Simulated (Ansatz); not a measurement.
The cluster AgF2⁻, 3 atoms. Hardware: 4 threads of Arm Neoverse V2 on a shared host.

In the def2 sets Ag takes a core potential; there is no spin–orbit coupling. Correlated methods freeze 2 core orbitals; core or outer-core shells of Ag are correlated, in sets that lack core-valence functions. In CCSD on the charge -1 quintet the largest single amplitude is 0.38, so its Hartree–Fock determinant may place the open shell otherwise than the density functionals do.

Task: How many basis functions does each of these Ansatz runs have, and roughly what does it cost? r2SCAN-D4/def2-TZVPD, charge 0 doublet at the geometry of the charge -1 singlet, energy, from earlier orbitals; PBE0-D4/def2-TZVPD, charge -1 unrestricted singlet, energy, from earlier orbitals; r2SCAN-D4/def2-TZVPD, charge -1 triplet, energy, from earlier orbitals; BLYP-D4/def2-TZVPD, charge -1 quintet, energy, from earlier orbitals; PBE0-D4/def2-TZVPD, charge -1 quintet, energy, from earlier orbitals; CCSD(T)/def2-TZVPPD, charge -1 quintet, energy, from earlier orbitals; BLYP-D4/def2-TZVPD, charge -1 singlet, energy, from earlier orbitals; RPA@PBE/def2-TZVPD, charge -1 singlet, energy, from earlier orbitals; LDA (SPW92)/def2-TZVPD, charge -1 triplet, energy, from earlier orbitals; HSE06-D4/def2-TZVPD, charge -1 quintet, energy, from earlier orbitals; MP2/def2-TZVPD, charge -1 quintet, energy, from earlier orbitals; PBE-D4/def2-TZVPD, charge -1 quintet, energy, from earlier orbitals.

Result: Other jobs shared the machine, so times can vary by a factor of up to 3. A dash marks memory too small to be measured apart from the calling script's.

| run | functions | fitting or Cholesky vectors | wall time | peak host memory (GiB) |
| --- | --- | --- | --- | --- |
| LDA (SPW92)/def2-TZVPD, charge -1 triplet, energy, from earlier orbitals | 120 | 747 | 0.6 s | – |
| BLYP-D4/def2-TZVPD, charge -1 singlet, energy, from earlier orbitals | 120 | 747 | 0.65 s | – |
| RPA@PBE/def2-TZVPD, charge -1 singlet, energy, from earlier orbitals | 120 | 908 | 1.3 s | – |
| PBE0-D4/def2-TZVPD, charge -1 unrestricted singlet, energy, from earlier orbitals | 120 | 780 | 1.9 s | – |
| r2SCAN-D4/def2-TZVPD, charge -1 triplet, energy, from earlier orbitals | 120 | 747 | 2.5 s | – |
| MP2/def2-TZVPD, charge -1 quintet, energy, from earlier orbitals | 120 | 908 | 4.9 s | – |
| PBE-D4/def2-TZVPD, charge -1 quintet, energy, from earlier orbitals | 120 | 747 | 6.5 s | – |
| HSE06-D4/def2-TZVPD, charge -1 quintet, energy, from earlier orbitals | 120 | 780 | 8.5 s | – |
| BLYP-D4/def2-TZVPD, charge -1 quintet, energy, from earlier orbitals | 120 | 747 | 8.5 s | – |
| r2SCAN-D4/def2-TZVPD, charge 0 doublet at the geometry of the charge -1 singlet, energy, from earlier orbitals | 120 | 747 | 35 s | – |
| CCSD(T)/def2-TZVPPD, charge -1 quintet, energy, from earlier orbitals | 136 | 917 | 41 s | 1.6 |
| PBE0-D4/def2-TZVPD, charge -1 quintet, energy, from earlier orbitals | 120 | 780 | 2.5 min | – |
